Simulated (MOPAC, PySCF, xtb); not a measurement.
Relaxed torsion scan: SMILES c1(B)ccc(cc1)C(F)(F)F. Scanned: dihedral H12–B1–C2–C3; all other coordinates were relaxed at GFN2-xTB. Points at φ and −φ are mirror images. Heavy atoms are numbered in the order of the SMILES Bc1ccc(C(F)(F)F)cc1, hydrogens after them in the order of the atoms that carry them; the mirror image has the same energies with the sign of each dihedral reversed. Each profile is relative to its own lowest point.

| φ / ° | A | B | C |
|---|---|---|---|
| -150 | 0.3 | 0.6 | 1.7 |
| -120 | 0.2 | 2.0 | 5.6 |
| -90 | 0.0 | 2.8 | 8.2 |
| -60 | 0.2 | 2.0 | 5.7 |
| -30 | 0.3 | 0.6 | 1.7 |
| 0 | 0.3 | 0.0 | 0.0 |
| 30 | 0.3 | 0.6 | 1.7 |
| 60 | 0.2 | 2.0 | 5.7 |
| 90 | 0.0 | 2.8 | 8.2 |
| 120 | 0.2 | 2.0 | 5.6 |
| 150 | 0.3 | 0.6 | 1.7 |
| 180 | 0.3 | 0.0 | 0.0 |

Energies in kcal/mol.

Task: Assign the columns to these levels of theory: GFN1-xTB // GFN2-xTB run with xtb 6.7.1; PM7, restricted, heats of formation // GFN2-xTB (MOPAC); restricted MP2 (frozen core)/3-21G // GFN2-xTB (PySCF).

Result: A is PM7; B is GFN1-xTB; C is RMP2/3-21G.
